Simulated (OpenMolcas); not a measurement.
A calculation on neutral copper.

```yaml
Program: OpenMolcas
Method: "SS-CASPT2, IPEA 0.25 Eh, imaginary shift 0.1 Eh (closed shells correlated: 3s 3p)"
Basis: ANO-RCC-VQZP [7s6p4d3f2g1h]
Scalar_Hamiltonian: DKH2, point nucleus
Active_space: 11 electrons in 11 orbitals (3d 4s 4d)
State_averaging: 2S+1 = 2 even, 6 roots
Spin-orbit_coupling: state interaction with AMFI integrals over the reference wave functions, term energies averaged over their components
```

(1) Which level of the active space comes out lowest?

(2) How high does 3d9 4s2 2D 5/2 lie?

(3) How high does 3d9 4s2 2D 3/2 lie?

Measured values: NIST Handbook of Basic Atomic Spectroscopic Data.

Results:

(1) 3d10 4s 2S 1/2, with 100 % of that term; it is also the measured ground level.

(2) 10836 cm-1 above the lowest level; measured 11203 cm-1 above the ground level, so the calculation is off by -3 %.

(3) 12906 cm-1 above the lowest level; measured 13245 cm-1 above the ground level, so the calculation is off by -3 %.

Active for correlation alone: 4d; no level in the range computed is led by a configuration that fills it, so any true level of that kind is missing. Computed and measured levels are paired by configuration, term and J; levels that our copy of the source lacks, or whose pairing is in doubt (as where it misses far off the trend of its configuration), stay unpaired and out of the deviations. Only configurations of the active space appear.
